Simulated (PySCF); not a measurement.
# Excitation energy of Ti²⁺ by level of theory

Ti²⁺ [Ar] 3d2 (3F) → Ti²⁺ [Ar] 3d1 4s1, s spin flipped, as a difference of total energies. Calculation: PySCF 2.14, in aug-cc-pVTZ (8s7p5d3f2g, 93 functions); no relativity, point nucleus. Correlated levels: valence: [Ar] frozen. The calculations carry no spin-orbit coupling.

| method | excitation energy (eV) |
| --- | --- |
| UHF | 5.070 |
| LDA | 5.343 |
| PBE | 5.452 |
| PBE0 | 5.499 |
| r2SCAN | 5.862 |
| B97-3 | 5.470 |
| wB97M-V | 5.419 |
| CAM-B3LYP | 5.305 |
| r2SCANh | 5.816 |
| MP2 (valence) | 5.056 |
| SCS-MP2 (valence) | 4.947 |

The upper determinant mixes two multiplicities, so it lies between the two terms.
